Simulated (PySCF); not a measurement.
## Steps of a relaxation of Tl(NC)

Tl(NC) (singlet). PySCF 2.14.0, RKS TPSS, Tl def2-SVP with ECP60, N def2-SVP, C def2-SVP; non-relativistic Hamiltonian with scalar-relativistic core potentials where named; density fitting; no spin-orbit coupling. Origin of the start: template. Columns: position (Å) and force (eV/Å). Energies are counted from the last step; some of the 5 steps are shown. Forces carry noise of the integration grid, about 0.01 to 0.03 eV/Å.

Run from Python with OMP_NUM_THREADS=2. Where DIIS fails, smearing, a level shift and second-order steps follow.
It took 7.2 s on 2 threads of Arm Neoverse N1 (shared host), from the converged density of the start.

```xyz
3
step 0  E = 0.095 eV
Tl    0.0000    0.0000   -0.3377     0.00    0.00    1.01
N     0.0000    0.0000    2.1175     0.00    0.00   -2.24
C     0.0000    0.0000    3.2975     0.00    0.00    1.23
```

```xyz
3
step 1  E = 0.028 eV
Tl    0.0000    0.0000   -0.2878     0.00    0.00    0.53
N     0.0000    0.0000    2.0798     0.00    0.00    0.79
C     0.0000    0.0000    3.2853     0.00    0.00   -1.32
```

```xyz
3
step 3  E = 0.000 eV
Tl    0.0000    0.0000   -0.2397     0.00    0.00    0.03
N     0.0000    0.0000    2.0624     0.00    0.00   -0.05
C     0.0000    0.0000    3.2545     0.00    0.00    0.02
```

Where does the relaxation end?

It converges at step 4 in C∞v:
```xyz
3
step 4  E = 0
Tl    0.0000    0.0000   -0.2377
N     0.0000    0.0000    2.0613
C     0.0000    0.0000    3.2537
```

How did the contacts change?


```json
{"contact": "Tl1–N2 (NC)", "start (Å)": "2.455", "end (Å)": "2.299"}
```


No frequency check is given that shows the relaxed geometry to be a minimum.
